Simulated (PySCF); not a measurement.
H8NSi2 (cation, charge +1), SMILES [SiH3][NH2+][SiH3] (CAM-B3LYP/def2-SVP optimised geometry):

```
11

Si     0.669     0.204     0.000
N      0.208    -0.488     1.698
Si    -1.626    -0.646     2.129
H      2.144     0.204     0.000
H      0.051    -0.755    -0.935
H      0.051     1.543     0.000
H      0.663     0.091     2.419
H      0.648    -1.414     1.802
H     -2.144    -1.543     1.080
H     -2.115     0.743     2.043
H     -1.627    -1.218     3.489
```

Computed with CAM-B3LYP/def2-TZVP (PySCF).

### Question
What are the frontier orbital energies?

### Answer
HOMO-2 -16.52 eV, HOMO-1 -16.39 eV, HOMO -16.25 eV, LUMO -4.71 eV, LUMO+1 -3.04 eV.

On the same geometry PBE/def2-TZVP in PySCF gives HOMO-2 -13.70 eV, HOMO-1 -13.59 eV, HOMO -13.46 eV, LUMO -6.60 eV, LUMO+1 -4.98 eV.

Meta-Löwdin charges at CAM-B3LYP/def2-TZVP: Si1 0.64, N2 -0.56, Si3 0.64, H4 -0.05, H5 -0.05, H6 -0.05, H7 0.28, H8 0.28, H9 -0.05, H10 -0.05, H11 -0.05.
